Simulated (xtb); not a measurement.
A run for xtb: GFN2-xTB on C2H9NO (a complex), monomers drawn apart or pushed together.

```
$ xtb mol.xyz --gfn 2 --sp --chrg 0 --uhf 0
13

N      0.02759467    -0.06639795     0.46094926
H     -0.92041944    -0.34525065     0.23491885
H      0.27489289     0.70251511    -0.15196981
H      0.63870079    -0.84437725     0.23990681
C     -0.15949261    -1.22439289     5.78247541
C     -0.54162961     0.23969943     5.60589641
O      0.34242593     0.93977865     4.75251929
H     -0.83161257    -1.72246329     6.48663676
H      0.86145748    -1.30687711     6.15933072
H     -0.21328690    -1.75754023     4.82996532
H     -1.57726167     0.31057618     5.24278162
H     -0.50809412     0.75062772     6.57104509
H      0.23600673     0.58976476     3.84660688
```

The log:

```
[...]
           -------------------------------------------------
          |                Calculation Setup                |
           -------------------------------------------------



molecular fragmentation (1/2 indicates fragments):
1111222222222
# atoms in fragment 1/2:     4     9
 fragment masses (1/2) :       17.03       46.07
CMA distance (Bohr)    :   9.352
constraining FC (au)   :  0.0500

           -------------------------------------------------
          |                 G F N 2 - x T B                 |
           -------------------------------------------------

        Reference                      10.1021/acs.jctc.8b01176
      * Hamiltonian:
        H0-scaling (s, p, d)           1.850000    2.230000    2.230000
        zeta-weighting                 0.500000
      * Dispersion:
        s8                             2.700000
        a1                             0.520000
        a2                             5.000000
        s9                             5.000000
      * Repulsion:
        kExp                           1.500000    1.000000
        rExp                           1.000000
      * Coulomb:
        alpha                          2.000000
        third order                    shell-resolved
        anisotropic                    true
        a3                             3.000000
        a5                             4.000000
        cn-shift                       1.200000
        cn-exp                         4.000000
        max-rad                        5.000000


          ...................................................
          :                      SETUP                      :
          :.................................................:
          :  # basis functions                  25          :
          :  # atomic orbitals                  25          :
          :  # shells                           17          :
          :  # electrons                        28          :
          :  max. iterations                   250          :
          :  Hamiltonian                  GFN2-xTB          :
          :  restarted?                      false          :
          :  GBSA solvation                  false          :
          :  PC potential                    false          :
          :  electronic temp.          300.0000000     K    :
          :  accuracy                    1.0000000          :
          :  -> integral cutoff          0.2500000E+02      :
          :  -> integral neglect         0.1000000E-07      :
          :  -> SCF convergence          0.1000000E-05 Eh   :
          :  -> wf. convergence          0.1000000E-03 e    :
          :  Broyden damping             0.4000000          :
          :  net charge                          0          :
          :  unpaired electrons                  0          :
          ...................................................

 iter      E             dE          RMSdq      gap      omega  full diag
   1    -15.9583238 -0.159583E+02  0.372E+00   10.97       0.0  T
   2    -15.9938515 -0.355277E-01  0.182E+00   11.81       1.0  T
   3    -15.9947323 -0.880867E-03  0.767E-01   12.28       1.0  T
   4    -15.9948769 -0.144562E-03  0.140E-01   12.26       1.0  T
   5    -15.9949138 -0.369044E-04  0.558E-02   12.24       1.0  T
   6    -15.9949151 -0.130501E-05  0.216E-02   12.23       1.3  T
   7    -15.9949153 -0.169446E-06  0.359E-03   12.23       7.7  T
   8    -15.9949153 -0.686940E-08  0.118E-03   12.23      23.4  T
   9    -15.9949153 -0.543826E-09  0.179E-04   12.23     154.8  T
  10    -15.9949153 -0.894325E-10  0.411E-05   12.23     674.9  T

   *** convergence criteria satisfied after 10 iterations ***

         #    Occupation            Energy/Eh            Energy/eV
      -------------------------------------------------------------
         1        2.0000           -0.6740862             -18.3428
       ...           ...                  ...                  ...
         8        2.0000           -0.5069254             -13.7941
         9        2.0000           -0.5035577             -13.7025
        10        2.0000           -0.4732808             -12.8786
        11        2.0000           -0.4592190             -12.4960
        12        2.0000           -0.4314540             -11.7405
        13        2.0000           -0.4036751             -10.9846
        14        2.0000           -0.3939482             -10.7199 (HOMO)
        15                          0.0556649               1.5147 (LUMO)
        16                          0.0614212               1.6714
        17                          0.1184092               3.2221
        18                          0.1368770               3.7246
        19                          0.1652600               4.4970
       ...                                ...                  ...
        25                          0.2775695               7.5531
      -------------------------------------------------------------
                  HL-Gap            0.4496131 Eh           12.2346 eV
             Fermi-level           -0.1691417 Eh           -4.6026 eV

 SCC (total)                   0 d,  0 h,  0 min,  0.010 sec
 SCC setup                      ...        0 min,  0.000 sec (  2.128%)
 Dispersion                     ...        0 min,  0.000 sec (  1.435%)
 classical contributions        ...        0 min,  0.000 sec (  0.483%)
 integral evaluation            ...        0 min,  0.001 sec ( 14.756%)
 iterations                     ...        0 min,  0.005 sec ( 53.498%)
 molecular gradient             ...        0 min,  0.003 sec ( 26.109%)
 printout                       ...        0 min,  0.000 sec (  1.377%)

         :::::::::::::::::::::::::::::::::::::::::::::::::::::
         ::                     SUMMARY                     ::
         :::::::::::::::::::::::::::::::::::::::::::::::::::::
         :: total energy             -15.822125298123 Eh    ::
         :: gradient norm              0.017404619084 Eh/a0 ::
         :: HOMO-LUMO gap             12.234593948904 eV    ::
         ::.................................................::
         :: SCC energy               -15.994903201086 Eh    ::
         :: -> isotropic ES            0.040093141229 Eh    ::
         :: -> anisotropic ES          0.003494053600 Eh    ::
         :: -> anisotropic XC          0.006862789451 Eh    ::
         :: -> dispersion             -0.003506641235 Eh    ::
         :: repulsion energy           0.172777902963 Eh    ::
         :: add. restraining           0.000000000000 Eh    ::
         :: total charge              -0.000000000000 e     ::
         :::::::::::::::::::::::::::::::::::::::::::::::::::::

           -------------------------------------------------
          |                Property Printout                |
           -------------------------------------------------

    * Orbital Energies and Occupations

         #    Occupation            Energy/Eh            Energy/eV
      -------------------------------------------------------------
         1        2.0000           -0.6740862             -18.3428
         2        2.0000           -0.6168284             -16.7848
         3        2.0000           -0.6007611             -16.3475
         4        2.0000           -0.5843143             -15.9000
         5        2.0000           -0.5487311             -14.9317
         6        2.0000           -0.5192040             -14.1283
         7        2.0000           -0.5075901             -13.8122
         8        2.0000           -0.5069254             -13.7941
         9        2.0000           -0.5035577             -13.7025
        10        2.0000           -0.4732808             -12.8786
        11        2.0000           -0.4592190             -12.4960
        12        2.0000           -0.4314540             -11.7405
        13        2.0000           -0.4036751             -10.9846
        14        2.0000           -0.3939482             -10.7199 (HOMO)
        15                          0.0556649               1.5147 (LUMO)
        16                          0.0614212               1.6714
        17                          0.1184092               3.2221
        18                          0.1368770               3.7246
        19                          0.1652600               4.4970
        20                          0.1761163               4.7924
        21                          0.2058436               5.6013
        22                          0.2065776               5.6213
        23                          0.2070516               5.6342
        24                          0.2492900               6.7835
        25                          0.2775695               7.5531
      -------------------------------------------------------------
                  HL-Gap            0.4496131 Eh           12.2346 eV
             Fermi-level           -0.1691417 Eh           -4.6026 eV

     #   Z          covCN         q      C6AA      α(0)
     1   7 N        2.580    -0.432    31.291     8.308
     2   1 H        0.860     0.143     1.450     1.886
     3   1 H        0.860     0.145     1.434     1.876
     4   1 H        0.860     0.144     1.445     1.883
     5   6 C        3.748    -0.116    22.794     6.810
     6   6 C        3.672     0.084    19.408     6.314
     7   8 O        1.653    -0.443    21.704     6.289
     8   1 H        0.924     0.036     2.504     2.474
     9   1 H        0.924     0.049     2.330     2.387
    10   1 H        0.924     0.038     2.475     2.460
    11   1 H        0.923     0.015     2.814     2.623
    12   1 H        0.924     0.045     2.390     2.417
    13   1 H        0.803     0.293     0.744     1.355

 Mol. C6AA /au·bohr⁶  :       1006.543316
 Mol. C8AA /au·bohr⁸  :      19397.671404
 Mol. α(0) /au        :         47.082329


Wiberg/Mayer (AO) data.
largest (>0.10) Wiberg bond orders for each atom

 ---------------------------------------------------------------------------
     #   Z sym  total        # sym  WBO       # sym  WBO       # sym  WBO
 ---------------------------------------------------------------------------
     1   7 N    2.936 --     2 H    0.979     4 H    0.979     3 H    0.978
     2   1 H    0.980 --     1 N    0.979
     3   1 H    0.979 --     1 N    0.978
     4   1 H    0.979 --     1 N    0.979
     5   6 C    3.996 --     6 C    1.010     9 H    0.987    10 H    0.987
                             8 H    0.986
     6   6 C    3.959 --     5 C    1.010     7 O    1.001    12 H    0.974
                            11 H    0.972
     7   8 O    1.958 --     6 C    1.001    13 H    0.901
     8   1 H    0.999 --     5 C    0.986
     9   1 H    0.998 --     5 C    0.987
    10   1 H    0.999 --     5 C    0.987
    11   1 H    1.000 --     6 C    0.972
    12   1 H    0.998 --     6 C    0.974
    13   1 H    0.914 --     7 O    0.901
 ---------------------------------------------------------------------------

Topologies differ in total number of bonds
Writing topology from bond orders to xtbtopo.mol

molecular dipole:
                 x           y           z       tot (Debye)
 q only:       -0.308      -0.522      -0.461
   full:       -0.476      -0.780      -0.962       3.373
molecular quadrupole (traceless):
                xx          xy          yy          xz          yz          zz
 q only:        1.624      -0.817       0.429      -4.646      -6.951      -2.053
  q+dip:        3.324      -1.420       0.903      -6.120      -8.788      -4.227
   full:        3.281      -1.235       1.131      -6.482      -9.121      -4.412


           -------------------------------------------------
          | TOTAL ENERGY              -15.822125298123 Eh   |
          | GRADIENT NORM               0.017404619084 Eh/α |
Note: The following floating-point exceptions are signalling: IEEE_UNDERFLOW_FLAG IEEE_DENORMAL
normal termination of xtb
          | HOMO-LUMO GAP              12.234593948904 eV   |
           -------------------------------------------------

------------------------------------------------------------------------
------------------------------------------------------------------------
 total:
 SCF:
```

The run finished.

Cost: very roughly 0.08 core-seconds.
